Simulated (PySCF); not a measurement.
A GIAO shielding run with PySCF 2.14 (density fitting, non-relativistic, gas phase) on `FC(F)=C(F)[C@@H]([SiH3])C[SiH3]`, C$_{4}$H$_{9}$F$_{3}$Si$_{2}$:

```
$ OMP_NUM_THREADS=1 python probes_run.py task.json out

{"job": {"kind": "nmr", "xc": "B97-2", "basis": "pcSseg-1", "pop": false}, "charge": 0, "multiplicity": 1}
F      3.479671    -1.740175    -1.109327
C      2.543313    -1.260784    -0.330678
F      2.791612    -1.487996     0.940337
C      1.461225    -0.608225    -0.755703
F      1.310228    -0.437021    -2.076782
C      0.386987    -0.031173     0.091118
Si     0.352233     1.873148    -0.129109
C     -0.967723    -0.707169    -0.189119
Si    -2.444755    -0.140601     0.848347
H      0.675760    -0.193026     1.143260
H     -0.387201     2.484702     1.016107
H      1.756318     2.379072    -0.135196
H     -0.330618     2.244203    -1.403208
H     -1.234435    -0.579552    -1.252347
H     -0.868227    -1.796472    -0.033773
H     -2.107123    -0.202391     2.304411
H     -2.841793     1.260606     0.512233
H     -3.602119    -1.044258     0.573790
```

Hardware: 1 thread of an Arm Neoverse N1, shared host.

Question: How large is the calculation?

Answer: 88 electrons, 212 basis functions and 1147 auxiliary functions.

Question: How long does it take, and how much memory does it need?

Answer: 60 s of wall time, with 14 SCF cycles and 4 response iterations; peak memory 0.92 GiB. Times on a shared host scatter by some tens of per cent.

Question: And these other runs on the same molecule and hardware: GIAO shielding at PBE0/pcSseg-1?

Answer: PBE0/pcSseg-1: 212 functions, 66 s.
